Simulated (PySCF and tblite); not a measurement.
Results of a calculation; reference values are marked as such.
System: C₈H₁₀, numbered as in [CH3:1][CH:2]1[CH:3]=[CH:4][CH:5]=[CH:6][CH:7]=[CH:8]1.

Motion: inversion of the 7-membered ring (2–3–4–5–6–7–8). GFN2-xTB gives an electronic barrier of 7.4 kcal/mol and a reaction energy of 1.5 kcal/mol.

(1) What does PBE0/pcSseg-1 + D3(BJ) give on GFN2-xTB geometries?

Programs: tblite and PySCF.

Answers

(1) A barrier of 7.4 kcal/mol, 0.1 below the tight-binding barrier (from unrounded values), a reaction energy of 1.2 kcal/mol and, with GFN2-xTB thermal terms, ΔG‡(298 K) = 8.0 kcal/mol and k = 8.9×10⁶ s⁻¹ (1 equivalent path).
